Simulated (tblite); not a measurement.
A geometry optimisation, step by step.

Compound: C3H10BNSi2.
Numbering: `[CH3:1][B:2]([C:3]#[C:4][SiH3:5])[NH:6][SiH3:7]` (hydrogens: H8, H9, H10 on C1; H11, H12, H13 on Si5; H14 on N6; H15, H16, H17 on Si7)

Computed with GFN2-xTB (tblite), gas phase: L-BFGS steps from a force-field or distance-geometry start until the largest atomic force falls under 0.01 eV/Å. 7 of its 135 geometries are shown.

Step 0: E = -519.1780 eV, largest atomic force 3.295 eV/Å
```
atom  x, y, z in Å  |  force x, y, z in eV/Å
C1     -0.954    2.180   -0.089   -1.525  -0.066   0.055
B2     -0.712    0.609   -0.072    0.901  -0.004  -2.629
C3      0.785    0.178    0.139   -3.252   0.519  -0.109
C4      1.922   -0.160    0.280    1.322  -0.485   0.241
Si5     3.650   -0.704    0.514    0.720  -0.199  -0.152
N6     -1.610   -0.199   -1.027    2.328  -1.148   1.405
Si7    -2.636   -1.307   -0.115   -0.086   0.440   0.219
H8     -1.052    2.523    0.947    0.170   0.349  -0.284
H9     -0.150    2.730   -0.605   -0.403  -0.326   0.428
H10    -1.941    2.405   -0.610    1.237  -0.096   0.621
H11     3.926   -0.983    1.923   -0.058   0.144   0.092
H12     4.526    0.319   -0.069   -0.008   0.076   0.130
H13     3.933   -1.944   -0.214   -0.144  -0.085  -0.077
H14    -0.898   -0.797   -1.558   -1.404   0.907   0.573
H15    -3.172   -0.540    1.047    0.125  -0.209  -0.336
H16    -3.753   -1.839   -0.894    0.105   0.165  -0.218
H17    -1.871   -2.458    0.393   -0.026   0.020   0.043
```

Step 22: E = -520.1002 eV, largest atomic force 0.318 eV/Å
```
atom  x, y, z in Å  |  force x, y, z in eV/Å
C1     -1.061    2.131   -0.081   -0.058   0.008   0.126
B2     -0.538    0.685   -0.428    0.108  -0.256  -0.121
C3      0.934    0.327   -0.291    0.142   0.154   0.157
C4      2.009   -0.098    0.084    0.096  -0.024  -0.033
Si5     3.701   -0.713    0.511   -0.104   0.018  -0.070
N6     -1.354   -0.420   -0.801    0.010  -0.076  -0.020
Si7    -2.700   -1.220   -0.045    0.055  -0.240  -0.027
H8     -1.044    2.263    0.995   -0.085   0.003   0.266
H9     -0.390    2.904   -0.459   -0.151  -0.076  -0.155
H10    -2.080    2.322   -0.415    0.147   0.016  -0.036
H11     3.897   -0.949    1.949   -0.114   0.099  -0.058
H12     4.620    0.315    0.018    0.106  -0.019   0.021
H13     3.892   -1.989   -0.187    0.035  -0.012  -0.045
H14    -0.804   -1.070   -1.359   -0.186  -0.052   0.244
H15    -3.252   -0.414    1.053    0.010   0.072  -0.310
H16    -3.608   -1.582   -1.156    0.047   0.146   0.248
H17    -2.231   -2.481    0.601   -0.055   0.240  -0.187
```

Step 45: E = -520.3219 eV, largest atomic force 0.152 eV/Å
```
atom  x, y, z in Å  |  force x, y, z in eV/Å
C1     -1.145    1.954    0.016    0.062  -0.074  -0.035
B2     -0.454    0.594   -0.397    0.123  -0.089  -0.003
C3      1.055    0.407   -0.394    0.059  -0.022   0.052
C4      2.192    0.038   -0.175   -0.011   0.040   0.016
Si5     3.811   -0.642    0.389   -0.085   0.003   0.016
N6     -1.184   -0.594   -0.601   -0.014   0.024   0.025
Si7    -2.779   -1.071   -0.108   -0.033  -0.011  -0.046
H8     -1.106    2.051    1.101   -0.041   0.060  -0.031
H9     -0.632    2.820   -0.399   -0.045  -0.005   0.020
H10    -2.188    1.985   -0.287    0.001   0.084   0.026
H11     3.670   -0.782    1.846    0.086  -0.016  -0.043
H12     4.934    0.237    0.055   -0.026   0.017  -0.024
H13     3.977   -1.958   -0.240    0.048   0.014   0.007
H14    -0.622   -1.373   -0.917   -0.003   0.002   0.020
H15    -3.333   -0.053    0.775   -0.066   0.049  -0.010
H16    -3.595   -1.282   -1.308   -0.028   0.024  -0.002
H17    -2.611   -2.320    0.636   -0.028  -0.099   0.014
```

Step 67: E = -520.4324 eV, largest atomic force 0.133 eV/Å
```
atom  x, y, z in Å  |  force x, y, z in eV/Å
C1     -1.098    1.869    0.011   -0.034   0.021  -0.038
B2     -0.461    0.421   -0.127   -0.082   0.072   0.076
C3      1.041    0.192   -0.011    0.064  -0.009  -0.002
C4      2.215   -0.090    0.125    0.003   0.072  -0.048
Si5     3.997   -0.540    0.315    0.044  -0.030  -0.005
N6     -1.264   -0.721   -0.297   -0.043  -0.026   0.020
Si7    -2.988   -0.982   -0.234    0.028  -0.102  -0.022
H8     -1.135    2.180    1.056    0.049  -0.045  -0.045
H9     -0.517    2.624   -0.517    0.047  -0.017   0.028
H10    -2.116    1.916   -0.372    0.048  -0.043   0.014
H11     4.269   -0.740    1.745   -0.034  -0.031  -0.047
H12     4.902    0.500   -0.195   -0.125   0.012  -0.009
H13     4.216   -1.778   -0.450   -0.005   0.035   0.066
H14    -0.734   -1.575   -0.416   -0.069  -0.004   0.030
H15    -3.639    0.057    0.566    0.056  -0.044  -0.030
H16    -3.539   -1.017   -1.597    0.043   0.056   0.026
H17    -3.156   -2.305    0.389    0.010   0.084  -0.014
```

Step 89: E = -520.4595 eV, largest atomic force 0.034 eV/Å
```
atom  x, y, z in Å  |  force x, y, z in eV/Å
C1     -1.044    1.799    0.003    0.001   0.009  -0.009
B2     -0.474    0.321    0.011   -0.011   0.010   0.009
C3      1.022    0.081    0.141   -0.012  -0.001  -0.010
C4      2.212   -0.143    0.207    0.033  -0.008   0.005
Si5     4.025   -0.476    0.264   -0.005   0.001  -0.016
N6     -1.315   -0.800   -0.093   -0.027   0.004   0.015
Si7    -3.039   -0.935   -0.297   -0.012   0.008   0.008
H8     -1.094    2.186    1.021    0.003  -0.006   0.003
H9     -0.400    2.476   -0.552    0.011   0.016  -0.008
H10    -2.045    1.862   -0.418    0.009   0.000  -0.003
H11     4.433   -0.690    1.657   -0.013   0.004  -0.011
H12     4.730    0.675   -0.310    0.015  -0.003   0.010
H13     4.290   -1.681   -0.534    0.012   0.006   0.015
H14    -0.836   -1.690   -0.070   -0.001  -0.014   0.004
H15    -3.718    0.106    0.473    0.004  -0.022   0.011
H16    -3.366   -0.815   -1.722   -0.016   0.006  -0.018
H17    -3.389   -2.264    0.210    0.009  -0.008  -0.007
```

Step 112: E = -520.4638 eV, largest atomic force 0.032 eV/Å
```
atom  x, y, z in Å  |  force x, y, z in eV/Å
C1     -1.023    1.794   -0.023   -0.001  -0.007   0.000
B2     -0.477    0.307    0.003    0.005  -0.010  -0.012
C3      1.020    0.057    0.112    0.018  -0.003  -0.002
C4      2.214   -0.153    0.166   -0.002  -0.007   0.012
Si5     4.029   -0.463    0.261    0.001  -0.010   0.004
N6     -1.336   -0.804   -0.063   -0.017   0.013   0.014
Si7    -3.060   -0.927   -0.279    0.013  -0.020  -0.016
H8     -1.085    2.181    0.994   -0.003   0.001   0.007
H9     -0.357    2.462   -0.566   -0.013   0.000  -0.008
H10    -2.015    1.871   -0.460   -0.001  -0.003  -0.010
H11     4.389   -0.664    1.669    0.000   0.006  -0.002
H12     4.746    0.688   -0.296    0.003   0.024   0.005
H13     4.349   -1.666   -0.517   -0.014  -0.014  -0.002
H14    -0.872   -1.701   -0.011    0.015   0.011  -0.001
H15    -3.764    0.035    0.568    0.030   0.007   0.007
H16    -3.384   -0.706   -1.694   -0.017   0.011   0.018
H17    -3.380   -2.299    0.125   -0.016  -0.001  -0.013
```

Step 134: E = -520.4725 eV, largest atomic force 0.009 eV/Å
```
atom  x, y, z in Å  |  force x, y, z in eV/Å
C1     -1.028    1.764   -0.116    0.006  -0.003  -0.003
B2     -0.465    0.284   -0.061   -0.001  -0.003   0.000
C3      1.032    0.041    0.057    0.001   0.002   0.006
C4      2.224   -0.165    0.153   -0.001   0.003  -0.002
Si5     4.039   -0.454    0.305    0.005  -0.002   0.004
N6     -1.328   -0.825   -0.095   -0.002  -0.004   0.001
Si7    -3.064   -0.900   -0.209   -0.001   0.004   0.002
H8     -1.128    2.159    0.895    0.002  -0.003   0.003
H9     -0.362    2.439   -0.648    0.002   0.007  -0.006
H10    -2.010    1.818   -0.580    0.000   0.002  -0.001
H11     4.359   -0.642    1.725   -0.002   0.001  -0.006
H12     4.758    0.707   -0.230   -0.003  -0.002   0.001
H13     4.391   -1.660   -0.455   -0.006   0.004   0.001
H14    -0.873   -1.725   -0.038    0.002   0.002  -0.002
H15    -3.665   -0.124    0.878   -0.003  -0.007  -0.005
H16    -3.501   -0.381   -1.509    0.001   0.000   0.005
H17    -3.386   -2.324   -0.083   -0.001   0.000   0.000
```

Task: Summarise the path.

Result: The energy falls by 29.85 kcal/mol from step 0 to step 134; nine tenths of that is first reached at step 52. It falls at every step. The largest force goes from 3.295 to 0.009 eV/Å. Among the bonds B2–N6 changes most, from 1.539 to 1.406 Å; the atoms move by 0.865 Å rms after alignment.

What follows is the cost of the whole relaxation. On Intel Xeon at 2.50 GHz, one thread (shared host), this took 5.0 s wall, 3.2 s CPU.
